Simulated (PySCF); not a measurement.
Species: C₅H₅FOSi.
Geometry (GFN2-xTB, Å), atoms numbered from 1 in this order:
```
atom  x, y, z in Å
C1     2.7179    0.0250    1.0782
C2     1.9245   -0.1231    0.1850
Si3    0.7075   -0.3658   -1.1597
C4    -1.0555    0.3523   -0.8199
C5    -1.1931    1.2062    0.3488
O6    -1.5663    2.3551    0.3238
C7    -0.9324   -1.1665   -0.6562
F8    -1.0947   -1.6414    0.6182
H9     3.4047    0.1594    1.8638
H10    1.1403   -0.4486   -2.5397
H11   -1.6259    0.6876   -1.6787
H12   -0.8865    0.7264    1.2975
H13   -1.5449   -1.7663   -1.3237
```

NICS = −σ at a ghost point: NICS(0) at the centroid of the ring atoms, NICS(1) 1 Å to either side along the normal of their mean plane, zz for the tensor component along that normal. Level: GIAO PBE0/pcSseg-1 (PySCF, non-relativistic, gas phase) on the GFN2-xTB geometry, one conformer.

Ring bond lengths (Å), with Mayer bond orders in brackets: Si3–C4 1.934 (0.80), C4–C7 1.533 (0.82), C7–Si3 1.893 (0.90).

What do the NICS probes read (ppm)?

```csv
ring,type,NICS(0),"NICS(1), two faces","NICS(1)zz, two faces",rms pucker (Å),"centre to ring atoms, mean (Å)"
Si3–C4–C7,3-membered ring with Si; formal bonds all single,-19.0,-9.8 / -3.3,-18.9 / -9.1,0.00,1.03
```

What do they say, and how far can they be read as aromaticity?

- Si3–C4–C7: mean NICS(1)zz -14.0 ppm, shielded. Si3, C4, C7 have four or more neighbours; no verdict on aromaticity is drawn. The two faces differ by 9.8 ppm, so no symmetry operation interchanges them. NICS(0) lies 12 ppm below the mean NICS(1).

Give the inner angles of the rings and the Hirshfeld charges of the ring atoms.

- Si3–C4–C7: Si3 47.2° (+0.371 e), C4 65.0° (-0.123 e), C7 67.8° (-0.023 e); sum 180.0° against 180° for a flat convex ring.

Hardware: an Arm Neoverse N1 with one thread, no GPU, on a shared host. Cost: 51 s wall (grids of density and orbitals included), 0.75 GiB resident at most. This is the whole shielding run at PBE0/pcSseg-1, SCF included.
